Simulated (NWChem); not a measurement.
# C2H3BN2O; SMILES N1=CB(N=C1)O

```xyz
9

O      0.1585    -2.0800     0.0000
B      0.0421    -0.7503     0.0000
C      1.2096     0.3597     0.0000
N      0.6399     1.5088     0.0000
C     -0.7936     1.2246     0.0000
N     -1.2137     0.0221     0.0000
H     -0.7052    -2.5138     0.0000
H      2.3049     0.2949     0.0000
H     -1.4509     2.1065     0.0000
```
Atoms are numbered in this order, from 1.

Computed with NWChem. Pople sets run with spherical d functions. Coordinates come from a PBE0/def2-SVP optimisation. Vzz is the largest principal value of the second derivative of the potential at the nucleus (NWChem prints the opposite sign); η is the asymmetry. Non-relativistic.

Question: Predict the results for CAM-B3LYP/6-31G*. Quantities: Vzz O1 (a.u.); η O1; Vzz B2 (a.u.); η B2; Vzz N4 (a.u.); η N4; Vzz N6 (a.u.); η N6.

Answer: The vzz O1 (a.u.) is 1.149, the η O1 comes out as 0.13 and the vzz B2 (a.u.) comes out as 0.371. The η B2 comes out as 0.05 and the vzz N4 (a.u.) is -0.993. The η N4 is 0.41, the vzz N6 (a.u.) comes out as -0.770 and the η N6 is 0.67.
